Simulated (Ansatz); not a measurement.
Cost and result up the ladder for the cluster SnTe₂ (the lowest singlet isomer of a short search) (3 atoms). The state is a singlet with charge 0. Geometry: PBE-D4/def2-SVP.

```
atom    x (Å)    y (Å)    z (Å)
 Sn1  -1.1229  -0.6153   0.9457
 Te2  -0.4497   0.7958  -1.3559
 Te3   1.5727  -0.1805   0.4102
```

Ansatz on 4 threads of Arm Neoverse V2 on a shared host. Times are rough, and most runs start from the orbitals of an earlier one. r2SCAN0-D4/def2-TZVP serves as the yardstick here, not as an exact answer. Differences are given only for rows in sets of like size (and for xTB, whose basis is part of the method), since another set adds its own error. Binding counts from free atoms at the same level (Sn triplet, Te triplet; other spins of the atoms weren't run), without zero-point energy or a counterpoise term.

In the def2 sets Sn, Te take a core potential; there is no spin–orbit coupling. Correlated methods freeze 12 core orbitals; core or outer-core shells of Sn, Te are correlated, in sets that lack core-valence functions. The structure comes from a short search, and lower isomers may exist.

Correlated methods converge slowly with the basis.

```json
{"level": "PBE-D4/def2-SVP", "functions": "78", "wall time": "0.65 s"}
{"level": "PBE0-D4/def2-SVP", "functions": "78", "wall time": "1.1 s"}
{"level": "revPBE-D4/def2-TZVP", "functions": "150", "wall time": "1.2 s"}
{"level": "BLYP-D4/def2-TZVP", "functions": "150", "wall time": "1.4 s"}
{"level": "PBE-D4/def2-TZVP (with forces)", "functions": "150", "wall time": "1.4 s"}
{"level": "PBE-D4/def2-TZVPD", "functions": "174", "wall time": "1.8 s"}
{"level": "PBE0-D4/def2-TZVP", "functions": "150", "wall time": "2 s"}
{"level": "MP2/def2-TZVP", "functions": "150", "wall time": "2.2 s"}
{"level": "PBE0-D4/def2-TZVPD", "functions": "174", "wall time": "2.8 s"}
{"level": "r2SCAN-D4/def2-TZVP", "functions": "150", "wall time": "2.9 s"}
{"level": "r2SCAN0-D4/def2-TZVP", "functions": "150", "wall time": "3.5 s"}
{"level": "RPA@PBE/def2-TZVP", "functions": "150", "wall time": "3.8 s"}
{"level": "PBE-QIDH/def2-TZVP", "functions": "150", "wall time": "3.9 s"}
{"level": "CCSD(T)/def2-TZVPP", "functions": "150", "wall time": "9.5 s"}
```

(1) Estimate what each level gives for the binding energy per atom (eV).

Results:

(1) 
| level | binding energy per atom (eV) | difference from r2SCAN0-D4/def2-TZVP (eV) |
| --- | --- | --- |
| PBE-D4/def2-SVP | 2.32 | – |
| PBE0-D4/def2-SVP | 2.14 | – |
| revPBE-D4/def2-TZVP | 2.21 | 0.17 |
| BLYP-D4/def2-TZVP | 2.25 | 0.21 |
| PBE-D4/def2-TZVP (with forces) | 2.35 | 0.31 |
| PBE-D4/def2-TZVPD | 2.35 | 0.31 |
| PBE0-D4/def2-TZVP | 2.18 | 0.14 |
| MP2/def2-TZVP | 2.15 | 0.11 |
| PBE0-D4/def2-TZVPD | 2.19 | 0.15 |
| r2SCAN-D4/def2-TZVP | 2.16 | 0.12 |
| r2SCAN0-D4/def2-TZVP | 2.04 | 0.00 |
| RPA@PBE/def2-TZVP | 1.85 | -0.19 |
| PBE-QIDH/def2-TZVP | 2.11 | 0.07 |
| CCSD(T)/def2-TZVPP | 2.02 | -0.02 |
